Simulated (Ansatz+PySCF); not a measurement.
The numbers below are computed, except where a source is named.
This PySCF input gave a total energy of -1151.16602 hartree.

```python
from pyscf import gto, dft

mol = gto.M(atom="""
Mn 0.000000 0.000000 0.000000
H 0.000000 0.000000 1.800240
""", basis='def2-svp', charge=0, spin=6)
mf = dft.UKS(mol, xc='pbe0')
mf.kernel()
print(mf.converged, mf.e_tot, mf.spin_square()[0])
```

Q: Write an input for Ansatz with the same method and basis set.

A:

```yaml
crystal:
  periodic: [false, false, false]
  atoms:
    - { symbol: Mn, position_ang: [0.0, 0.0, 0.0] }
    - { symbol: H, position_ang: [0.0, 0.0, 1.80024] }
basis:
  gaussian: { orbitals: def2-SVP }
magnetization:
  spin_polarized: true
  initial_magnetization: 6
hamiltonian:
  xc: pbe0
scf:
  omitted_lower_state_checks: [stability, starts, atomic_configurations, cluster_reference, orbital_swaps, given_window_search, neighbouring_geometries, increment]
```

Ansatz (development build ahead of 0.2.0) gave -1151.16602 hartree, 0.00 meV from the first.
